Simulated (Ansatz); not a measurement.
Consider the ligand exchange at the Si–C bond: `O[SiH](F)CCl` + `N[SiH](O)Cl` → `O[Si@H](F)N[Si@H](O)Cl` + `CCl`.

Gas-phase electronic energies from Ansatz, PBE0-D4/def2-TZVP geometries. CCSD(T)/CBS is the MP2 limit (def2-TZVPP, def2-QZVPP) plus CCSD(T) − MP2 in def2-TZVPP, frozen cores. This one scheme is used for every species. Functionals use def2-TZVPP. One conformer a species, not always the lowest.

`O[SiH](F)CCl`:

```xyz
9

O     0.874   -0.098   -1.617
Si    0.850    0.137   -0.010
F     1.553   -1.066    0.764
C    -0.912    0.227    0.621
Cl   -1.848   -1.126   -0.084
H     0.245   -0.732   -1.972
H     1.614    1.367    0.270
H    -1.404    1.154    0.322
H    -0.972    0.137    1.706
```

`N[SiH](O)Cl`:

Cartesian coordinates in Å:
```
N -0.599 -0.763 0.718
Si 0.379 0.034 -0.422
O -0.290 1.447 -0.886
Cl 2.182 0.288 0.536
H -0.189 -1.330 1.440
H -1.540 -1.046 0.496
H 0.646 -0.663 -1.694
H -0.589 2.033 -0.187
```

`O[Si@H](F)N[Si@H](O)Cl`:

```xyz
12

O     0.075   -0.967    1.601
Si   -0.687    0.442    1.232
F    -2.251    0.129    1.243
N    -0.098    0.931   -0.282
Si    0.503   -0.008   -1.599
O     0.595   -1.561   -1.142
Cl    2.331    0.779   -2.120
H    -0.353   -1.546    2.235
H    -0.484    1.503    2.236
H    -0.008    1.932   -0.395
H    -0.320    0.073   -2.816
H     0.699   -1.708   -0.193
```

`CCl`:

Z-matrix (Å, degrees):
```
C
Cl 1 1.773
H 1 1.088 2 108.6
H 1 1.087 2 108.7 3 -120.0
H 1 1.088 2 108.7 3 120.0
```

```json
{"level": "PBE-D4", "ΔE (kcal/mol)": "-19.4"}
{"level": "ωB97X-V", "ΔE (kcal/mol)": "-20.8"}
{"level": "r2SCAN", "ΔE (kcal/mol)": "-20.6"}
{"level": "HF/def2-TZVPP", "ΔE (kcal/mol)": "-22.6"}
{"level": "SCS-MP2/def2-TZVPP", "ΔE (kcal/mol)": "-21.7"}
{"level": "CCSD(T)/def2-TZVPP", "ΔE (kcal/mol)": "-21.5"}
{"level": "MP2/def2-QZVPP", "ΔE (kcal/mol)": "-21.5"}
{"level": "MP2/CBS(def2)", "ΔE (kcal/mol)": "-21.2"}
```

**Question.** What does CCSD(T)/CBS give? (An estimate is asked.)

**Answer.** Ansatz gave: -21.0 kcal/mol. The listed levels differ from it by 1.6, 0.2, 0.4, -1.6, -0.7, -0.5, -0.5, -0.2 kcal/mol.

Largest T1 diagnostic among the species: 0.011.

The D4 term adds −1.3 kcal/mol with B3LYP and −0.8 kcal/mol with PBE0; it sums over pairs of atoms, weighted by their polarisabilities, and B3LYP, whose exchange is more repulsive, gets the larger term. From PBE to PBE0 (25 % exact exchange), in def2-TZVPP and without D4, ΔE moves by −1.1 kcal/mol. In def2-TZVPP, CCSD(T) changes the Hartree–Fock value by +1.0 kcal/mol (the triples alone add +0.1 kcal/mol) and MP2 by +0.9 kcal/mol.

B3LYP here is the variant with VWN-RPA as its local correlation; programs differ in this.
